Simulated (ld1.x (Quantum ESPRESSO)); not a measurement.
# technetium: excitation energies, all-electron against TM

- Element: Tc (Z = 43)
- Generator: ld1.x (Quantum ESPRESSO) 7.5
- Type: norm-conserving Troullier–Martins (Kleinman–Bylander form)
- Functional: PBE
- Relativity: scalar-relativistic
- Frozen core: [Ar] 3d10 4s2
- Valence charge: 13
- Reference configuration: 4p6 4d5 5s0.5 5p0 (charge +1.5)
- Partial waves: 5s (bound): rc 2.40 bohr; 4p (bound): rc 1.65 bohr; 4d (bound): rc 2.15 bohr
- Local potential: the d channel
- Core correction: none

Energies are relative to the spin-unpolarised reference configuration 4p6 4d5 5s0.5 5p0; without spin polarisation the order of configurations can differ from experiment.

```csv
valence configuration,charge,ΔE all-electron (eV),error AE − PS (meV)
4p6 4d5 5s2 5p0,0,-14.701,+0.8
4p6 4d5 5s1 5p0,+1,-6.548,+0.8
4p6 4d5 5s0 5p0,+2,8.304,-1.5
4p6 4d3 5s0 5p0,+4,79.044,+70
4p6 4d6 5s1 5p0,0,-15.640,+9.1
4p6 4d6 5s0 5p0,+1,-8.536,-21
```

What are ΔE and the potential's error for 4p6 4d4 5s2 5p0?

ΔE = -3.059 eV all-electron; the error (AE − PS) is -70 meV.

Levels in the configuration 4p6 4d3 5s0 5p0:

```csv
level,all-electron (eV),pseudo (eV)
4p,-90.542,-90.524
4d,-49.122,-49.048
```

ld1.x printed “convergence not achieved” for 4 of the counted tests; their residual had stalled under 1e-8, short of the target of 1e-14.

Note: ghost state, extra bound levels that the all-electron valence spectrum of the same l lacks: s at -81.6 eV. A true bound ghost makes a file unfit for plane-wave use.
